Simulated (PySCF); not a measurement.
Excitations are Tamm–Dancoff values on a coarser integration grid. The basis has no diffuse functions, so Rydberg states are missing or too high.

Z-matrix (Å, degrees):
```
C
N 1 1.2640
H 2 1.0192 1 110.88
H 1 1.0994 2 122.61 3 0.01
C 1 1.4879 4 115.63 2 -179.99
H 5 1.0896 1 110.30 4 179.98
H 5 1.0944 6 109.56 1 -121.63
H 5 1.0944 6 109.56 7 -116.76
```
Charge 0, spin multiplicity 1.

### Question
What S1 excitation (TDA), HOMO–LUMO gap, HOMO, dipole moment, S1–T1 gap (TDA), S1 oscillator strength, total energy and LUMO does PBE0-D3(BJ)/def2-TZVP in PySCF 2.14.0 give?

### Answer

| Property | Result |
|---|---|
| S1 excitation (TDA) | 5.55 eV |
| HOMO–LUMO gap | 7.59 eV |
| HOMO | -7.58 eV |
| dipole moment | 0.426 e·Å |
| S1–T1 gap (TDA) | 0.97 eV |
| S1 oscillator strength | 0.004 |
| total energy | -3642.07 eV |
| LUMO | 0.02 eV |
